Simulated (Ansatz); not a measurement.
# Worked example: C4H10Cd + CH2N2 → C3H9CdN + C2H3N

Species: C4H10Cd `[CH3][Cd][CH](C)C`, singlet; CH2N2 (cyanamide) `N#CN`, singlet; C3H9CdN `C[CH](C)[Cd][NH2]`, singlet; C2H3N (acetonitrile) `CC#N`, singlet. The partners trade CH3 for NH2: Cd–CH3 and C–NH2 bonds give way to Cd–NH2 and C–CH3.

Shapes, held fixed at every level: PBE0-D4/def2-TZVP. Programs: Ansatz 0.2.0. Electronic energies: no zero-point or thermal term.

At CCSD(T)/def2-TZVPP; 1 Eh = 2625.50 kJ/mol:

| species | energy (Eh) |
| --- | --- |
| C4H10Cd | -325.691719 |
| CH2N2 | -148.555013 |
| C3H9CdN | -341.736346 |
| C2H3N | -132.530700 |

Q: Work out ΔE of the reaction at this level.

A: 
1. Products less reactants: (-341.736346) + (-132.530700) − [(-325.691719) + (-148.555013)] = -0.020314 Eh = -53.3 kJ/mol.

Other levels give -53.9 (CCSD/def2-TZVPP) to -36.0 kJ/mol (SPW92/def2-TZVPP). No measured value is set beside it here. For atoms past krypton def2 sets carry core potentials with scalar relativity. Outer-core shells of Cd are correlated in most correlated rows, in sets that cover them unevenly. The median of the other levels is -45.0 kJ/mol.
